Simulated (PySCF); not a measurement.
AlClH4O2Si, SMILES [OH][Al]([OH])[SiH2]Cl. Atoms are numbered in the order given.

```xyz
9

Si    -1.2958    -0.4121    -0.1810
Cl    -1.6559     1.6640    -0.2385
Al     1.1094    -0.6232     0.1581
O      1.7630    -2.1922     0.2650
O      2.1442     0.7284     0.2900
H     -1.8021    -0.9830    -1.4605
H     -2.1364    -0.9756     0.9123
H      2.6972    -2.3949     0.3956
H      1.8530     1.6472     0.2456
```

Coordinates come from a TPSSh-D3(BJ)/def2-SVP optimisation. The structure was generated by enumeration; whether it is a known compound was not checked. The values are those of a single conformer.

The numbers are results of PBE/def2-TZVP run with PySCF, not measurements.

**Question.** Estimate the frontier levels, gap, dipole moment and polarisability. (The exact figures need the calculation; the answer reports its results.)

**Answer.** 
* **highest occupied level**: -6.72 eV
* **lowest empty level**: -1.82 eV
* **orbital gap**: 4.90 eV
* **dipole moment**: 0.97 D
* **quadrupole, principal values (traceless, Buckingham form, about the centre of nuclear charge)**: -1.24, -0.92, 2.16 D·Å
* **mean static polarisability**: 74.4 bohr³ (11.02 Å³)
* **polarisability, principal values**: 58.5, 75.9, 88.7 bohr³
